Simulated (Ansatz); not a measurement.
C₂H₇NOSi (`C1CO[SiH2]N1`). The species carries charge 0 and has multiplicity 1. All single points use the PBE0-D4/def2-TZVP geometry.

```xyz
12

C     0.805   -0.372    0.702
C    -0.361   -1.227    0.214
O    -0.886   -0.633   -0.967
Si   -0.625    1.001   -0.957
N     0.393    0.998    0.430
H     0.972   -0.537    1.771
H     1.726   -0.651    0.169
H    -1.145   -1.266    0.980
H    -0.047   -2.247   -0.017
H    -0.011    1.420   -2.248
H    -1.865    1.797   -0.764
H     1.046    1.717    0.689
```

Task: What is the dipole moment at B3LYP/def2-TZVPP? (An estimate is asked.)

Result: Computed: 2.09 D, with components (1.58, 0.29, 1.34) D in this frame, pointing from negative to positive charge.

Task: And with PBE, r2SCAN, ωB97M-V? (An estimate is asked.)

Result: The calculation gave: PBE 2.05 D, r2SCAN 2.08 D, ωB97M-V 2.11 D.

Task: Give the Mulliken charges with B3LYP, PBE, ωB97M-V in def2-TZVPP. (An estimate is asked.)

Result: Ansatz gave: 
```csv
atom,B3LYP,PBE,ωB97M-V
C1,-0.06,-0.07,-0.12
C2,0.04,0.02,-0.01
O3,-0.41,-0.34,-0.40
Si4,0.55,0.45,0.48
N5,-0.34,-0.29,-0.32
H6,0.08,0.07,0.10
H7,0.07,0.07,0.10
H8,0.07,0.07,0.10
H9,0.08,0.07,0.09
H10,-0.10,-0.10,-0.06
H11,-0.10,-0.09,-0.06
H12,0.11,0.13,0.09
```

B3LYP here is the variant with VWN-RPA as its local correlation; programs differ in this.
